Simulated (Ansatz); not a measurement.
Li8Cl8 (started as a model of: 1x4x4 LiCl rock-salt block). The state is a singlet with charge 0. Geometry PBE0-D4/def2-SVP; atoms count from 1.

```xyz
16

Li   -0.2700   -0.6973    4.2627
Cl    0.4796   -2.1529    2.8041
Li   -0.3097   -3.2182    0.9221
Cl    0.2518   -4.5475   -0.7264
Cl   -0.8608    1.1615    3.2605
Li   -0.0909   -0.2416    1.4805
Cl   -1.2021   -1.3121   -0.2899
Li   -0.1303   -2.7535   -1.9245
Li    0.1275    2.7541    1.9241
Cl    1.2043    1.3152    0.2908
Li    0.0956    0.2420   -1.4801
Cl    0.8623   -1.1629   -3.2604
Cl   -0.2586    4.5471    0.7258
Li    0.3083    3.2189   -0.9218
Cl   -0.4767    2.1521   -2.8044
Li    0.2697    0.6950   -4.2632
```

(1) Estimate the Mulliken populations from the PBE0/def2-TZVP orbitals of Ansatz.

## Answers

(1) 
```
atom  charge (e)
 Li1        0.78
 Cl2       -0.74
 Li3        0.73
 Cl4       -0.71
 Cl5       -0.74
 Li6        0.70
 Cl7       -0.75
 Li8        0.73
 Li9        0.73
Cl10       -0.75
Li11        0.70
Cl12       -0.74
Cl13       -0.71
Li14        0.73
Cl15       -0.74
Li16        0.78
```
Mulliken values depend strongly on the basis.
